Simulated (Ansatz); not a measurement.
`[F][AlH][S][SiH3]` + HBr → `[SiH3]Br` + `[F][AlH][SH]` at 700 K and 1 bar (ligand exchange at the Si–S bond).

Computed with Ansatz on PBE0-D4/def2-TZVP structures; ΔE is electronic, products minus reactants. CCSD(T)/CBS is the MP2 limit (def2-TZVPP, def2-QZVPP) plus CCSD(T) − MP2 in def2-TZVPP, frozen cores. This one scheme is used for every species. For Br outer-core shells are correlated without core-valence functions, which leaves a few kJ/mol of doubt a bond. Scalar relativity is left out up to krypton. One conformer a species, not always the lowest.

```csv
species,CCSD(T)/CBS energy (Eh),H − E (kJ/mol),S (J/(mol·K))
`[F][AlH][S][SiH3]`,-1031.20495,168.7,462.4
HBr,-2573.91920,36.5,223.7
`[SiH3]Br`,-2864.23411,106.5,319.2
`[F][AlH][SH]`,-740.90186,96.9,360.5
```

H − E and S are ideal-gas, rigid-rotor, harmonic terms from PBE0-D4/def2-TZVP, for one conformer and one mirror image of each species. 1 Eh = 2625.50 kJ/mol, R = 8.31446 J/(mol·K).

Question: By hand: ΔE, ΔH, ΔS and ΔG.

Answer: ΔE = (-2864.23411) + (-740.90186) − (-1031.20495) − (-2573.91920) = -0.01182 Eh = -31.0 kJ/mol. Δ(H − E) = 106.5 + 96.9 − 168.7 − 36.5 = -1.8, so ΔH = -32.8 kJ/mol. ΔS = 319.2 + 360.5 − 462.4 − 223.7 = -6.4 J/(mol·K). ΔG = -32.8 − 700 × (-6.4)/1000 = -28.3 kJ/mol.

Question: By hand: the equilibrium constant, and the temperature at which ΔG would vanish if ΔH and ΔS stayed fixed.

Answer: log₁₀ K = −ΔG/(RT ln 10) = 2.1. ΔG = 0 at ΔH/ΔS = 5125 K, far beyond where these terms or the molecules hold.

The number of gas molecules stays the same, so ΔS is small and ΔH decides. A doubt of 5 kJ/mol in ΔE shifts log₁₀ K by 0.4 here. Other conformers and mirror images would add mixing entropy, several J/(mol·K) or more a flexible species. Modes under 60 cm⁻¹, often nearly free rotors, make the harmonic entropy too high. These are equilibria of isolated gas molecules and say nothing of rates. Largest T1 diagnostic: 0.012 (customary marks: 0.02 for closed shells, 0.045 for open ones).
